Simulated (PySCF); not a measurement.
These are B3LYP-D3(BJ)/def2-TZVP // r2SCAN-D4/def2-SVP in PySCF values and carry that method's errors. Isolated molecules, 0 K electronic values unless said otherwise. One relaxed conformer stands for a flexible species; it need not be the lowest. B3LYP has the VWN-RPA correlation part, as in Gaussian. 

Reference species: [Zr(F)4] (neutral, multiplicity 1).

- charge on the central atom (Mulliken) = 1.82 e
- LUMO = -1.67 eV

Changed species: [Zr(F)2(OH)2] (2 of 4 F replaced by OH; the reference has 0 of 4 F replaced by OH).

Q: Predict the effect on the charge on the central atom (Mulliken) and LUMO.

A: the charge on the central atom (Mulliken) is nearly the same; the LUMO rises by 0.97 eV, to -0.70 eV.
